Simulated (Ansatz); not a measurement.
Job for Ansatz (an electronic-structure program): U-r2SCAN/def2-TZVPP on Te2, 2S+1 = 3, a point of a bond scan (R = 2.832 Å). Elements past Kr take the def2 small-core potentials; no spin–orbit coupling.

Ansatz 0.2 input:
```yaml
crystal:
  periodic: [false, false, false]
  atoms:
    - {symbol: Te, position_ang: [-0.00000000, -0.00000000, -1.28732190]}
    - {symbol: Te, position_ang: [0.00000000, 0.00000000, 1.54478628]}
basis:
  gaussian:
    orbitals: def2-TZVPP
hamiltonian:
  xc: {name: r2SCAN}
magnetization: {spin_polarized: true, initial_magnetization: 2}
```

Output:

```
WARN ansatz: RAYON_NUM_THREADS=1 ignored (pool sized by the plan → 1); use --threads N
Functional definition: r2SCAN
integrals: 0.03 GiB planned
772 factors; their error is unknown
mean field: 0.33 GiB planned
mean field evaluation 1: about -14592.9256 eV, gradient 4.3e0 eV
mean field evaluation 2: about -14592.9418 eV, gradient 6.2e0 eV
mean field evaluation 4: about -14593.0757 eV, gradient 3.3e-1 eV
mean field evaluation 8: about -14592.8213 eV, gradient 5.2e-1 eV
mean field evaluation 16: about -14592.8215 eV, gradient 6.3e-5 eV
mean field -14592.82145051 eV, -536.2762969366 hartree, gradient 2.9e-6 eV, S^2 2.009742; 1 other end points of the search recorded, 0 dependent functions left out
reference -14592.82146320 eV, -536.2762974030 hartree; 25, 23 occupied and 75, 77 virtual orbitals, 772 factors
Total energy: -14592.82146320 eV, -536.2762974030 hartree
```

The calculation finished and met its thresholds.

Cost: about 6 core-seconds (a rough figure).
